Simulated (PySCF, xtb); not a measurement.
C₂H₅ClFNSi, SMILES N[Si@H](Cl)/C=C/F.

GFN2-xTB (xtb 6.7.1) at its own geometry gives an orbital gap of 4.35 eV and a dipole moment of 2.97 D.

Geometry optimised at ωB97X-D3(BJ)/def2-SVP. The structure was generated by enumeration; whether it is a known compound was not checked. One conformer was computed; it need not be the lowest.

Problem. What does PySCF with HF/def2-TZVP give? (The exact figures need the calculation; the answer reports its results.)

Solution. gap 13.59 eV (levels -10.66 and 2.93 eV), dipole 1.95 D.
